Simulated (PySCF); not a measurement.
Compound: C₅H₆F₂OSi.
Cartesian coordinates in Å at the GFN2-xTB level; atoms count from 1:
```xyz
15
C5H6F2OSi angstrom
F     -3.0640    0.7705   -1.2187
C     -2.5755    0.3758   -0.0107
F     -3.3558   -0.6702    0.3726
C     -1.1444   -0.0180   -0.1047
C     -0.6214   -1.0565   -0.8266
O      0.7003   -1.1055   -0.6767
C      1.0735   -0.0955    0.1459
Si     2.9022    0.0563    0.5432
C     -0.0387    0.6046    0.5259
H     -2.7440    1.1985    0.7009
H     -1.0912   -1.7896   -1.4529
H      3.6494   -0.0830   -0.7053
H      3.1031    1.3705    1.1506
H      3.2684   -1.0084    1.4784
H     -0.0663    1.4584    1.1713
```

Method used: PySCF 2.14.0, density-fitted response routines, TDDFT CAM-B3LYP/def2-SVPD, vertical, gas phase, core orbitals frozen in the response.

Ground-to-excited transition dipoles (e·a0, same axes as the geometry; the sign carries no meaning), for the states with f of 0.002 or more among the lowest 8:

```tsv
state	E (eV)	μx	μy	μz
S1	5.859	1.129	0.403	0.498
S3	6.680	0.306	-0.096	-0.006
S4	7.304	0.175	-0.121	-0.009
S5	7.443	-0.102	0.203	-0.130
S6	7.534	-0.098	0.059	0.022
S7	7.642	0.785	-0.462	0.003
S8	7.672	-1.209	0.421	0.352
```

Work out the oscillator strengths.

f = (2/3) ΔE |μ|² with ΔE in hartree (27.2114 eV).

```tsv
state	|μ|² (au)	|μ| (D)	f
S1	1.686	3.30	0.242
S3	0.103	0.81	0.017
S4	0.045	0.54	0.008
S5	0.069	0.67	0.013
S6	0.014	0.30	0.003
S7	0.831	2.32	0.155
S8	1.762	3.37	0.331
```

Which bond between heavy atoms lies closest to the direction of the S8 transition dipole?

C2–C4 and C7–C9, at 12° from it; next C5–O6 at 28°.

What angle do the transition dipoles of S1 and S3 make?

|cos θ| = |μa·μb| / (|μa| |μb|) = 0.73, so θ ≈ 43° (taken between 0 and 90°, since the signs are arbitrary).

How is the summed strength of these states shared among x, y and z?

(2/3) Σ ΔE μα² gives 0.598 for x, 0.109 for y and 0.062 for z, 0.769 in all.

What peak molar absorption coefficient would the strongest computed level give as a lone Gaussian band 0.5 eV wide at half height?

ε(max) = 2.175×10⁸ f / FWHM, with the width in cm⁻¹. S8: 2.175×10⁸ × 0.3313 / 4033 ≈ 18000 L mol⁻¹ cm⁻¹.

Hardware: an Arm Neoverse V1 with one thread, shared host with 64 logical CPUs at a one-minute load of 58. Cost: 82 s, 1.1 GiB resident at most.

One conformer stands for the species.
